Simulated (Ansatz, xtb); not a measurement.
## Relative energy of two isomers of C5H2N2O2

Structure X is `N#C/C=C(\C#N)C(=O)O`, a singlet and structure Y is `N#Cc1ncc(C=O)o1`, a singlet. Both are isolated molecules in the gas phase, relaxed with r2SCAN-D4/def2-SVP; the shapes shown needn't be the lowest conformers.

X (Å):

```xyz
11

C    -0.4275    0.7156    1.1297
C     0.0985   -0.5557    1.4594
C    -0.3257   -1.7271    0.9134
C    -1.3598   -1.8040   -0.0630
C     0.3511   -2.9856    1.3857
N    -0.8355    1.7804    0.8838
N    -2.2047   -1.8784   -0.8622
O     1.2325   -2.9961    2.2087
O    -0.1474   -4.0666    0.7814
H     0.9024   -0.6131    2.2037
H     0.3303   -4.8406    1.1294
```

Y (Å):

```csv
atom,x (Å),y (Å),z (Å)
C,1.9865,1.9617,-0.7696
C,0.7673,1.2431,-0.6568
C,-0.9204,0.0049,-0.9425
C,-1.0495,0.6043,0.2941
C,-2.0630,0.5365,1.3478
N,2.9867,2.5499,-0.8647
N,0.2379,0.4227,-1.5296
O,-3.0532,-0.1526,1.2475
O,0.0422,1.4028,0.4745
H,-1.6046,-0.6960,-1.4189
H,-1.8455,1.1705,2.2449
```

Estimate which is lower in electronic energy at CCSD(T)/def2-SVP + ΔMP2/def2-TZVPP, and by roughly how much.

The CCSD(T)/def2-SVP + ΔMP2/def2-TZVPP calculation puts structure X lower, by 12.8 kcal/mol.

Level by level:

```tsv
level	geometry	E(Y) − E(X) (kcal/mol)	departure from the last row (kcal/mol)	job, with rough time for the two
GFN2-xTB	GFN2-xTB	−19.2	−32.0	optimisation, 0.16 s
HF/STO-3G	GFN2-xTB	−16.0	−28.8	single point, 0.4 s
r2SCAN-D4/def2-SVP//GFN2-xTB	GFN2-xTB	+4.6	−8.2	single point, 4 s
r2SCAN-D4/def2-SVP	r2SCAN-D4/def2-SVP	+4.9	−7.9	optimisation, 39 s
HF/def2-SVP	r2SCAN-D4/def2-SVP	+16.1	+3.3	part of the CCSD(T) run
MP2/def2-SVP	r2SCAN-D4/def2-SVP	+13.2	+0.4	part of the CCSD(T) run
CCSD(T)/def2-SVP	r2SCAN-D4/def2-SVP	+13.2	+0.4	single point
CCSD(T)/def2-SVP + ΔMP2/def2-TZVPP	r2SCAN-D4/def2-SVP	+12.8		single point, 89 s
```

As drawn, Y has 2 C∷N, 1 C∷C, 2 C∷O, 1 C–H in place of 1 C≡N, 1 C–C, 1 C=C, 1 C–O, 1 O–H (∷ is an aromatic bond). Structure X has no ring, Y a 5-membered ring (with an aromatic ring).

GFN2-xTB, HF/STO-3G put the two in the other order. The largest departure from CCSD(T)/def2-SVP + ΔMP2/def2-TZVPP is that of GFN2-xTB, 32.0 kcal/mol. The last row adds to CCSD(T) the change of the MP2 difference between the two basis sets, here −0.4 kcal/mol.

With thermal terms from frequencies at re-optimised GFN2-xTB minima (ideal gas, soft modes damped towards free rotors, one conformer each, 298.15 K, 1 atm): on the last row, ΔE + ΔZPE = +14.0, ΔH = +13.2, ΔG = +15.0 kcal/mol.

The correlated steps freeze 9 core orbitals. Programs: Ansatz 0.2.0, xtb 6.7.1; the last row on 4 threads of Arm Neoverse V1 on a shared host.
